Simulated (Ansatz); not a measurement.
# Ligand exchange: C2H2F4 + SiH(NH2)(SiH3)2 → C2H4F3N + SiH(SiH3)2F

Gas-phase species: C2H2F4 (norflurane) `FCC(F)(F)F`, singlet; SiH(NH2)(SiH3)2, singlet; C2H4F3N (2,2,2-trifluoroethylamine) `NCC(F)(F)F`, singlet; SiH(SiH3)2F, singlet. The partners trade F for NH2: C–F and Si–NH2 bonds give way to C–NH2 and Si–F.

Shapes, held fixed at every level: PBE0-D4/def2-TZVP. Flexible molecules stand in one conformer, not always the lowest. Programs: Ansatz 0.2.0. The zero-point and thermal change to 298 K, harmonic and unscaled (PBE0-D4/def2-TZVP), is +3.3 kJ/mol.

```
               level                    kind  ΔH(298 K) (kJ/mol)  less CCSD(T)/CBS estimate
       HF/def2-TZVPP            Hartree–Fock              -101.3                       +0.2
   PBE-D4/def2-TZVPP                     GGA               -91.5                      +10.0
  wB97M-V/def2-TZVPP  range-separated hybrid               -96.7                       +4.8
   B2PLYP/def2-TZVPP           double hybrid               -99.6                       +1.9
      MP2/def2-TZVPP     perturbation theory              -100.8                       +0.7
  CCSD(T)/def2-TZVPP   coupled cluster or CI               -98.1                       +3.4
     CCSD/def2-TZVPP   coupled cluster or CI               -99.4                       +2.1
CCSD(T)/CBS estimate   coupled cluster or CI              -101.5                        0.0
```

The highest level, CCSD(T)/CBS estimate, gives ΔH(298 K) = -101.5 kJ/mol; the levels span -101.5 to -91.5. The column of differences is taken from that level and isn't an error. No measured value is set beside it here. The CBS estimate extrapolates MP2 from def2-TZVPP and def2-QZVPP and adds CCSD(T) − MP2 in the triple-zeta set, cores frozen.
